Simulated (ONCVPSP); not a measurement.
Reading a pseudo-wave (Hf (Z = 72))

Columns: radius, all-electron u(r) and pseudo u(r) of the 5p shell (level -37.04 eV) of hafnium in the configuration [Kr] 4d10 4f14 5s2 5p6 5d2 6s1 6p1; PBE, scalar-relativistic, ONCV scheme, ONCVPSP 4.0.1.

| r (bohr) | all-electron | pseudo |
| --- | --- | --- |
| 0.130 | 0.3050 | 0.0324 |
| 0.260 | -0.1233 | 0.1245 |
| 0.390 | -0.5076 | 0.2623 |
| 0.520 | -0.2641 | 0.4254 |
| 0.650 | 0.1889 | 0.5913 |
| 0.780 | 0.5820 | 0.7386 |
| 0.910 | 0.8388 | 0.8511 |
| 1.040 | 0.9670 | 0.9193 |
| 1.170 | 0.9987 | 0.9413 |
| 1.300 | 0.9664 | 0.9216 |
| 1.430 | 0.8963 | 0.8689 |
| 1.560 | 0.8073 | 0.7938 |
| 1.690 | 0.7121 | 0.7069 |
| 1.820 | 0.6183 | 0.6169 |
| 1.950 | 0.5306 | 0.5304 |
| 2.080 | 0.4512 | 0.4512 |
| 2.210 | 0.3810 | 0.3809 |
| 2.340 | 0.3199 | 0.3198 |
| 2.470 | 0.2673 | 0.2673 |
| 2.600 | 0.2226 | 0.2226 |
| 2.730 | 0.1848 | 0.1848 |
| 2.860 | 0.1530 | 0.1530 |
| 2.990 | 0.1265 | 0.1265 |
| 3.120 | 0.1043 | 0.1043 |
| 3.250 | 0.0859 | 0.0859 |
| 3.380 | 0.0706 | 0.0706 |

Question: How many radial nodes do the two functions have?

Answer: The all-electron 5p function has n − l − 1 = 3 (the table is too coarse to show those close to the nucleus); the pseudo-wave has 0, since the states of the same l below it are removed with the core.

Question: At about which radius was the pseudo-wave matched?

Answer: 2.35 bohr. The columns agree to 0.0005 from 1.95 bohr on; several derivatives are matched, so the curves merge somewhat inside the radius.

Question: Is the pseudo-wave norm-conserving?

Answer: Yes: the ONCV scheme keeps the norm inside the radius equal to the all-electron one, which fixes the energy derivative of the logarithmic derivative at the level.
